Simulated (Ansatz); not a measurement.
Wavefunction ladder for C6H3ClHf, SMILES `C#[C][Hf]([Cl])([C]#C)[C]#C`

```
atom   x (Å)   y (Å)   z (Å)
  C1   1.202   2.946  -0.323
  C2   0.736   1.834  -0.475
 Hf3  -0.094  -0.149  -0.713
 Cl4  -0.393  -0.623  -2.973
  C5  -1.991  -0.243   0.321
  C6  -3.049  -0.292   0.918
  C7   1.258  -1.586   0.172
  C8   2.016  -2.386   0.685
  H9   1.612   3.923  -0.189
 H10  -3.978  -0.335   1.442
 H11   2.682  -3.088   1.136
```

Total charge 0; spin multiplicity 1. Correlated methods include outer-core shells of Hf, which these sets cover unevenly. Hf takes the def2 core potential. All single points use the PBE0-D4/def2-TZVP geometry. Frozen core, restricted reference, Ansatz 0.2.0.

| basis | HF (Eh) | MP2 corr. | CCSD corr. | (T) | CCSD(T) total |
| --- | --- | --- | --- | --- | --- |
| def2-SVP | -735.54324 | -1.08400 | -1.12022 | -0.05177 | -736.71523 |
| def2-TZVPP | -735.98521 | -1.38789 | – | – | – |
| def2-QZVPP | -736.00716 | -1.51006 | – | – | – |
